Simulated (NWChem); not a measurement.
System: SiAsH$_{4}$, doublet; SMILES [SiH2][AsH2]

Input file for NWChem:

```
start job
memory heap 200 mb stack 900 mb global 1100 mb
geometry units angstroms noautoz
  Si    -0.079418     1.623338    -0.012154
  As     0.224611    -0.725457    -0.116569
  H      1.242412     2.323555     0.030651
  H     -0.934318     2.221586    -1.087160
  H     -1.280097    -0.976693    -0.114973
  H      0.279905    -0.744339    -1.644325
end
basis spherical
  * library def2-tzvp
end
dft
  odft
  mult 2
  xc bhlyp
  iterations 150
  mulliken
end
task dft energy
```

NWChem printed, in part:

```
             Northwest Computational Chemistry Package (NWChem) 7.3.0
             --------------------------------------------------------

 C1  symmetry detected

                             Geometry "geometry" -> ""
                             -------------------------

 Output coordinates in angstroms (scale by  1.889725989 to convert to a.u.)

  No.       Tag          Charge          X              Y              Z
 ---- ---------------- ---------- -------------- -------------- --------------
    1 Si                  14.0000     0.01536623    -1.60604424    -0.06909719
    2 As                  33.0000     0.04643096     0.76403980    -0.02538522
    3 H                    1.0000     1.28829400    -2.15929760     0.49030988
    4 H                    1.0000    -1.15639509    -2.25818317     0.59879710
    5 H                    1.0000    -1.33503434     0.84986552    -0.66683343
    6 H                    1.0000    -0.54421362     0.83892122     1.38279946

 Effective nuclear repulsion energy (a.u.)     152.7821897750

                                 NWChem DFT Module
                                 -----------------

 Summary of "ao basis" -> "ao basis" (spherical)
 ------------------------------------------------------------------------------
       Tag                 Description            Shells   Functions and Types
 ---------------- ------------------------------  ------  ---------------------
 Si                        def2-tzvp                13       37   5s5p2d1f
 As                        def2-tzvp                16       48   6s5p4d1f
 H                         def2-tzvp                 4        6   3s1p

            General Information
            -------------------
          SCF calculation type: DFT
          Wavefunction type:  spin polarized.
          No. of atoms     :     6
          No. of electrons :    51
           Alpha electrons :    26
            Beta electrons :    25
          Charge           :     0
          Spin multiplicity:     2
          Use of symmetry is: off; symmetry adaption is: off
          Maximum number of iterations: 150
          AO basis - number of functions:   109
                     number of shells:    45
          Convergence on energy requested:  1.00D-06
          Convergence on density requested:  1.00D-05
          Convergence on gradient requested:  5.00D-04

              XC Information
              --------------
                        BHLYP Method XC Functional
                     Hartree-Fock (Exact) Exchange  0.500
                        Slater Exchange Functional  0.500 local
                    Becke 1988 Exchange Functional  0.500 non-local
              Lee-Yang-Parr Correlation Functional  1.000

             Grid Information
             ----------------
          Grid used for XC integration:  medium
          Radial quadrature: Mura-Knowles
          Angular quadrature: Lebedev.
          Tag              B.-S. Rad. Rad. Pts. Rad. Cut. Ang. Pts.
          ---              ---------- --------- --------- ---------
          Si                  1.10       88          10.0       590
          As                  1.15      112          10.0       590
          H                   0.35       45          11.0       434
          Grid pruning is: on
          Number of quadrature shells:   380
          Spatial weights used:  Erf1

      Superposition of Atomic Density Guess
      -------------------------------------

 Sum of atomic energies:       -2524.97195145

      Non-variational initial energy
      ------------------------------

 Total energy =   -2525.393702
 1-e energy   =   -3821.522095
 2-e energy   =    1143.346204
 HOMO         =      -0.137127
 LUMO         =       0.053671

     ---------------------------------------------
      Total Density - Mulliken Population Analysis
     ---------------------------------------------

    Atom       Charge   Shell Charges
 -----------   ------   -------------------------------------------------------
    1 Si  14    13.86   2.00  0.59  1.38  0.94  0.56  4.11  1.73  0.47  1.24  0.70  0.05  0.07  0.01
    2 As  33    33.24   2.00  2.00  1.17  0.78  0.96  0.84  5.99  5.76  0.37  1.75  1.49  8.93  1.07  0.01  0.08  0.01
    3 H    1     1.04   0.22  0.54  0.27  0.01
    4 H    1     1.04   0.22  0.54  0.27  0.01
    5 H    1     0.91   0.20  0.48  0.21  0.01
    6 H    1     0.91   0.20  0.48  0.22  0.01

     --------------------------------------------
      Spin Density - Mulliken Population Analysis
     --------------------------------------------

    Atom       Charge   Shell Charges
 -----------   ------   -------------------------------------------------------
    1 Si  14     0.83   0.00  0.00 -0.00  0.04  0.06  0.01 -0.01  0.07  0.32  0.33  0.00 -0.00  0.00
    2 As  33     0.07   0.00  0.00  0.00 -0.00  0.00 -0.00  0.00  0.00  0.00  0.03  0.02  0.00 -0.00  0.00  0.01  0.00
    3 H    1     0.03   0.00  0.01  0.01  0.00
    4 H    1     0.03   0.01  0.01  0.01  0.00
    5 H    1     0.01   0.00  0.00 -0.00  0.00
    6 H    1     0.03   0.01  0.01  0.01  0.00

   convergence    iter        energy       DeltaE   RMS-Dens  Diis-err
 ---------------- ----- ----------------- --------- --------- ---------
 d= 0,ls=0.0,diis     1  -2527.6788020781 -2.68D+03  2.33D-03  7.78D-02
                                                     1.46D-03  7.23D-02
 d= 0,ls=0.0,diis     2  -2527.7052518213 -2.64D-02  6.79D-04  4.52D-03
                                                     7.02D-04  4.66D-03
 d= 0,ls=0.0,diis     3  -2527.7075286613 -2.28D-03  2.65D-04  1.22D-03
                                                     1.64D-04  1.03D-03
 d= 0,ls=0.0,diis     4  -2527.7080953128 -5.67D-04  7.46D-05  4.23D-05
                                                     7.42D-05  4.89D-05
 d= 0,ls=0.0,diis     5  -2527.7081371195 -4.18D-05  2.86D-05  1.15D-05
                                                     2.66D-05  1.06D-05
  Resetting Diis
 d= 0,ls=0.0,diis     6  -2527.7081446928 -7.57D-06  1.47D-05  9.80D-07
                                                     1.10D-05  7.01D-07
 d= 0,ls=0.0,diis     7  -2527.7081459714 -1.28D-06  3.03D-06  4.16D-08
                                                     5.32D-06  1.07D-07
 d= 0,ls=0.0,diis     8  -2527.7081461339 -1.63D-07  2.33D-06  3.42D-08
                                                     1.51D-06  1.79D-08

         Total DFT energy =    -2527.708146133938
      One electron energy =    -3823.177774220552
           Coulomb energy =     1248.143846266285
    Exchange-Corr. energy =     -105.456407954625
 Nuclear repulsion energy =      152.782189774955

 Numeric. integr. density =       50.999964400438

                    DFT Final Alpha Molecular Orbital Analysis
                    ------------------------------------------

 Vector   24  Occ=1.000000D+00  E=-3.780538D-01
              MO Center=  1.2D-01, -3.7D-01,  3.9D-03, r^2= 3.5D+00
   Bfn.  Coefficient  Atom+Function         Bfn.  Coefficient  Atom+Function
  ----- ------------  ---------------      ----- ------------  ---------------
    53      0.244724  2 As px                54     -0.216358  2 As py
    16      0.205002  1 Si py                87     -0.178700  3 H  s
    99     -0.162363  5 H  s                 56      0.157522  2 As px
    47     -0.147989  2 As px                43      0.130015  2 As s
    48      0.127036  2 As py                88     -0.127422  3 H  s

 Vector   25  Occ=1.000000D+00  E=-3.170976D-01
              MO Center=  5.6D-02,  4.1D-01, -2.9D-02, r^2= 3.2D+00
   Bfn.  Coefficient  Atom+Function         Bfn.  Coefficient  Atom+Function
  ----- ------------  ---------------      ----- ------------  ---------------
    43      0.291786  2 As s                 42      0.271609  2 As s
    54      0.270370  2 As py                57      0.260923  2 As py
    53      0.253555  2 As px                56      0.235630  2 As px
    48     -0.162594  2 As py                47     -0.156740  2 As px
    16     -0.155040  1 Si py                41     -0.136040  2 As s

 Vector   26  Occ=1.000000D+00  E=-2.597260D-01
              MO Center= -6.4D-03, -1.4D+00, -3.4D-01, r^2= 3.0D+00
   Bfn.  Coefficient  Atom+Function         Bfn.  Coefficient  Atom+Function
  ----- ------------  ---------------      ----- ------------  ---------------
    17      0.446666  1 Si pz                20      0.319369  1 Si pz
     5     -0.297208  1 Si s                  4     -0.194895  1 Si s
    54     -0.164551  2 As py                57     -0.156495  2 As py
    16      0.150718  1 Si py                14      0.145704  1 Si pz
     8     -0.144680  1 Si pz               106     -0.114883  6 H  s

 Vector   27  Occ=0.000000D+00  E= 3.174997D-02
              MO Center= -6.7D-02, -7.2D-01,  5.8D-02, r^2= 6.5D+00
   Bfn.  Coefficient  Atom+Function         Bfn.  Coefficient  Atom+Function
  ----- ------------  ---------------      ----- ------------  ---------------
     5      1.291689  1 Si s                 57      1.107746  2 As py
    19      0.973383  1 Si py                43     -0.920159  2 As s
    94     -0.426549  4 H  s                 16      0.318108  1 Si py
     4      0.232586  1 Si s                 20      0.230183  1 Si pz
    54      0.220950  2 As py                18     -0.182101  1 Si px

 Vector   28  Occ=0.000000D+00  E= 4.221396D-02
              MO Center= -1.2D-01, -5.2D-02,  2.1D-01, r^2= 6.0D+00
   Bfn.  Coefficient  Atom+Function         Bfn.  Coefficient  Atom+Function
  ----- ------------  ---------------      ----- ------------  ---------------
    43      1.181104  2 As s                106     -1.150246  6 H  s
    94     -0.824673  4 H  s                 58      0.704162  2 As pz
    19     -0.620974  1 Si py                 5      0.415335  1 Si s
    56     -0.358879  2 As px                18     -0.327268  1 Si px
   100     -0.269412  5 H  s                 88     -0.245450  3 H  s

[...]
```

Level: BHandHLYP/def2-TZVP, spin-unrestricted. Structure relaxed at the PBE0/def2-SVP, spin-unrestricted level. No stability test was run on the SCF state.
